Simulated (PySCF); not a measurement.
Worked example: chemical shift, span and skew from a shielding tensor

B(F)(Me)(OMe) (C2H6BFO), SMILES COB(C)F. Atoms are numbered in the order given.

```xyz
11

B     -0.0561     0.0047     0.5311
F     -0.5692    -0.4344     1.6849
C      0.9344     1.2230     0.5162
H      1.8277     1.0249    -0.0985
H      1.2583     1.5047     1.5280
H      0.4434     2.1038     0.0653
O     -0.4742    -0.6663    -0.5676
C     -0.0309    -0.3327    -1.8655
H      1.0339    -0.5873    -2.0052
H     -0.6225    -0.9116    -2.5890
H     -0.1644     0.7408    -2.0838
```
Charge 0, spin multiplicity 1.

Geometry optimised at r2SCAN-D4/def2-SVP. The values are those of a single conformer.

GIAO shieldings from PBE/pcSseg-1 run with PySCF, non-relativistic, no solvent. The symmetric part of the tensor of F2 has the principal values 57.1, 264.8, 355.4 ppm. The same nucleus in CFCl3 has σ = 133.6 ppm at this level (PySCF, at its B3LYP-D3(BJ)/def2-TZVP geometry).

Q: Work out the isotropic shielding, the ¹⁹F shift against CFCl3, the span and the skew.

A: 
σ(iso) = (σ11 + σ22 + σ33)/3 = 225.8 ppm. δ = σ(ref) − σ(iso) = 133.6 − (225.8) = -92.2 ppm.
Span Ω = σ33 − σ11 = 298.3 ppm. Skew κ = 3(σ(iso) − σ22)/Ω = -0.39. Tumbling in solution averages the tensor to δ; in a static solid the shielding alone would spread this spin-1/2 line over Ω.
